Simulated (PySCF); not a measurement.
## Unknown compound

Molecular formula: C$_{6}$H$_{11}$B. Simulated spectra:

¹H NMR (400 MHz, computed): δ 7.33 (ddt, J = 18.1, 11.7, 1.1 Hz, 1H), 6.70 (dt, J = 18.2, 11.4 Hz, 1H), 6.48 (d, J = 18.1 Hz, 1H), 5.85 (ddd, J = 18.2, 1.7, 1.0 Hz, 1H), 5.78 (dt, J = 11.1, 1.4 Hz, 1H), 0.90 (s, 6H).

¹³C{¹H} NMR (computed): δ 160.4 (CH), 148.2 (CH), 145.1 (CH), 133.4 (CH2), 12.7 (CH3, 2C).

One computed conformer, in vacuum, non-relativistic Hamiltonian, rapidly exchanging positions averaged. Structure optimised with PBE0-D3(BJ)/def2-SVP; J: B3LYP/pcJ-1 (spin–dipole term only in couplings to heteroatoms); σ from GIAO-PBE0/pcSseg-1; PySCF.

Shifts are taken against calculated references (same method and geometry level): ¹H (σref 31.27), ¹³C (σref 184.41) against TMS.

Choose the structure that fits.
A. C=CBC1CCC1
B. B[C@]12CC[C@H]1CC2
C. CC=C=CB(C)C
D. C=CCBC1CC1
E. C=C/C=C/B(C)C

## Answers

E. 

5 carbon signals for 6 carbons: some carbons are equivalent by symmetry or fast rotation. Carbon types of the structure: 3 × CH, 1 × CH2, 2 × CH3, which accounts for all hydrogens. δC 160.4, 148.2, 145.1: alkene CH; as expected for a trigonal carbon in a double bond. δC 133.4: terminal =CH2 carbon; as expected for a trigonal carbon in a double bond. δC 12.7: methyl carbon bonded to B. δH 7.33, 6.70, 6.48: hydrogen on an alkene CH; attached to an sp2 carbon and in the plane of the double bond. δH 5.85, 5.78: hydrogen on a terminal =CH2 carbon; attached to an sp2 carbon and in the plane of the double bond. The protons at 5.85 and 6.70 share a coupling of 18.2 Hz (vicinal, trans across C=C). The protons at 7.33 and 6.48 share a coupling of 18.1 Hz (vicinal, trans across C=C). The protons at 6.70 and 7.33 share a coupling of 11.7 Hz (vicinal). The protons at 5.78 and 6.70 share a coupling of 11.1 Hz (vicinal, cis across C=C).

The others: C=CCBC1CC1 would give 8 signals for carbon-bound and other non-exchanging H, not 6; CC=C=CB(C)C would give 4 signals for carbon-bound and other non-exchanging H, not 6; B[C@]12CC[C@H]1CC2 would give 4 carbon signals, not 5; C=CBC1CCC1 would give 9 signals for carbon-bound and other non-exchanging H, not 6.

A carbon bonded to boron is broadened by the quadrupolar boron nucleus and is often missing from a measured spectrum. Multiplet labels drop couplings under 1 Hz and merge nearly equal ones. Unscaled 3J(H,H) at this level run about 10 % above measured values. Shifts are as computed. Against solution values, carbons near 30 ppm lie about +2 ppm off and those near 130 ppm about +5 ppm. Of 1309 compounds with measured shifts, 239 miss one by over three times the rms of a fit or turn the order of signals round; such compounds aren't used in these exercises.
